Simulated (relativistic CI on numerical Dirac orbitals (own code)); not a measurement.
# Tc⁶⁺: resonant inelastic scattering at the M2,3 edge

Computed with this model: Dirac-Coulomb-Breit CI, separate exchange-only KLI orbitals for each configuration, model QED (radiative potential, 1s self-energy scaled to tabulated hydrogen-like ionisation energies), valence Slater integrals scaled by 0.8, Kramers-Heisenberg scattering through one core-hole configuration in a parametric crystal field; configurations [Kr] 4d → [Ne] 3s2 3p5 3d10 4s2 4p6 4d2; 80 K; core-hole width 2 eV; summed over polarisations. Incident energies are the highest absorption maxima for each field (at most a few, so the weaker spin-orbit partner edge can be absent), on the computed scale of the free ion. Intensities are in per cent of the strongest line above 0.02 eV; levels within 1 cm⁻¹ are merged; final levels count from the ground level, the first row holds all elastic scattering, lines under 0.4 are left out and each table stops after 24 rows. The scale of the Slater integrals is a model choice and moves the terms in proportion.

Field parameters in Wybourne normalisation: Oh B⁴₀ = 21Dq, B⁴₄ = √(5/14) B⁴₀. The field is a parameter set, without covalency.

S is read from ⟨S²⟩ = S(S + 1).

Oh, 10Dq = 8500 cm⁻¹:

```
Final level (eV)  Degeneracy  Irrep     S  441.4 eV  460.3 eV
           0.000           4     Γ8  0.50    1909.1     262.7
           0.278           2     Γ7  0.50     100.0      13.5
           1.203           4     Γ8  0.50      93.5      19.4
```

Oh, 10Dq = 19250 cm⁻¹:

| Final level (eV) | Degeneracy | Irrep | S | 441.7 eV | 459.6 eV | 461.2 eV |
| --- | --- | --- | --- | --- | --- | --- |
| 0.000 | 4 | Γ8 | 0.50 | 1237.4 | 214.1 | 203.6 |
| 0.260 | 2 | Γ7 | 0.50 | 89.8 | 13.4 | 5.6 |
| 2.500 | 4 | Γ8 | 0.50 | 100.0 | 8.6 | 24.0 |

For the first field the strongest loss at the lowest incident energy is the level at 0.28 eV (S = 0.50, against 0.50 in the thermal ground state).
